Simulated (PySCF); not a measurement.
C2H7NOSi2, SMILES C1([SiH2]O)[SiH2]CN=1.

Geometry: B3LYP-D3(BJ)/def2-SVP. The structure was generated by enumeration, and PubChem lists no compound with its InChIKey, so it may never have been made. The values are those of a single conformer.

These are PBE/def2-TZVP (PySCF) values and carry that method's errors.

The molecule is in vacuum.

| Property | Result |
|---|---|
| total energy | -788.92680 hartree |
| point group | Cs |
| highest occupied level | -5.84 eV |
| lowest empty level | -2.45 eV |
| orbital gap | 3.38 eV |
| dipole moment | 2.89 D |
| quadrupole, principal values (traceless, Buckingham form, about the centre of nuclear charge) | -5.98, 0.81, 5.17 D·Å |
| mean static polarisability | 88.0 bohr³ (13.04 Å³) |
| polarisability, principal values | 68.4, 90.0, 105.6 bohr³ |
